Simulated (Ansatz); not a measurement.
`[SH][SbH2]` + `C=N` → `C=[N][SbH2]` + H₂S at 298.15 K and 1 bar (ligand exchange at the Sb–S bond).

Computed with Ansatz on PBE0-D4/def2-TZVP structures; ΔE is electronic, products minus reactants. CBS: MP2 limit from def2 TZ/QZ plus the TZ coupled-cluster correction, frozen cores. This one scheme is used for every species. def2 core potentials past Kr. For Sb outer-core shells are correlated without core-valence functions, which leaves a few kJ/mol of doubt a bond.

```csv
species,CCSD(T)/CBS energy (Eh),H − E (kJ/mol),S (J/(mol·K))
`[SH][SbH2]`,-639.59431,73.5,292.6
`C=N`,-94.52360,115.3,227.0
`C=[N][SbH2]`,-335.12055,128.8,300.1
H₂S,-398.97279,49.9,205.7
```

H − E and S are ideal-gas, rigid-rotor, harmonic terms from PBE0-D4/def2-TZVP, for one conformer and one mirror image of each species. 1 Eh = 2625.50 kJ/mol, R = 8.31446 J/(mol·K).

**Question.** By hand: ΔE, ΔH, ΔS and ΔG.

**Answer.** ΔE = (-335.12055) + (-398.97279) − (-639.59431) − (-94.52360) = 0.02457 Eh = 64.5 kJ/mol. Δ(H − E) = 128.8 + 49.9 − 73.5 − 115.3 = -10.1, so ΔH = 54.4 kJ/mol. ΔS = 300.1 + 205.7 − 292.6 − 227.0 = -13.8 J/(mol·K). ΔG = 54.4 − 298.15 × (-13.8)/1000 = 58.5 kJ/mol.

**Question.** By hand: the equilibrium constant, and the temperature at which ΔG would vanish if ΔH and ΔS stayed fixed.

**Answer.** log₁₀ K = −ΔG/(RT ln 10) = -10.2. ΔH and −TΔS have one sign here, so there is no such temperature.

The number of gas molecules stays the same, so ΔS is small and ΔH decides. A doubt of 5 kJ/mol in ΔE shifts log₁₀ K by 0.9 here. Other conformers and mirror images would add mixing entropy, several J/(mol·K) or more a flexible species. These are equilibria of isolated gas molecules and say nothing of rates. Largest T1 diagnostic: 0.015 (customary marks: 0.02 for closed shells, 0.045 for open ones).
